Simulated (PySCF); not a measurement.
CH₂O₃, SMILES O=C(O)O.

Geometry optimised at B3LYP-D3(BJ)/def2-SVP. The values are those of a single conformer.

The numbers are results of PySCF 2.14.0 with TDA-ωB97X/def2-SVPD, not measurements.

Vertical excitations. Isolated molecule, no solvent. State labels are in the subgroup C2v.

| state | symmetry | energy (eV) | λ (nm) | f | main pairs |
|---|---|---|---|---|---|
| S1 | A2 | 7.14 | 174 | 0.000 | HOMO→LUMO+2 97 % |
| S2 | B2 | 8.28 | 150 | 0.045 | HOMO→LUMO 92 % |
| S3 | B1 | 8.82 | 141 | 0.001 | HOMO−1→LUMO 87 % |
| S4 | A1 | 9.19 | 135 | 0.105 | HOMO→LUMO+1 46 %, HOMO−1→LUMO+2 45 % |
| S5 | A2 | 9.40 | 132 | 0.000 | HOMO−2→LUMO 59 %, HOMO−1→LUMO+1 33 % |
| S6 | A1 | 9.96 | 124 | 0.167 | HOMO−1→LUMO+2 44 %, HOMO→LUMO+1 40 % |
| S7 | B2 | 10.20 | 122 | 0.226 | HOMO−2→LUMO+2 91 % |
| S8 | A2 | 10.54 | 118 | 0.000 | HOMO−1→LUMO+1 54 %, HOMO−2→LUMO 33 % |
| S9 | B1 | 10.64 | 117 | 0.000 | HOMO−3→LUMO+2 92 % |
| S10 | B2 | 10.72 | 116 | 0.005 | HOMO→LUMO+4 78 %, HOMO→LUMO+3 12 % |
| T1 | A2 | 6.73 | 184 | 0 | HOMO→LUMO+2 95 % |
| T2 | A1 | 7.01 | 177 | 0 | HOMO−1→LUMO+2 92 % |
| T3 | B2 | 8.12 | 153 | 0 | HOMO→LUMO 91 % |
| T4 | B1 | 8.64 | 144 | 0 | HOMO−1→LUMO 84 % |
Triplets are in the Tamm–Dancoff approximation.
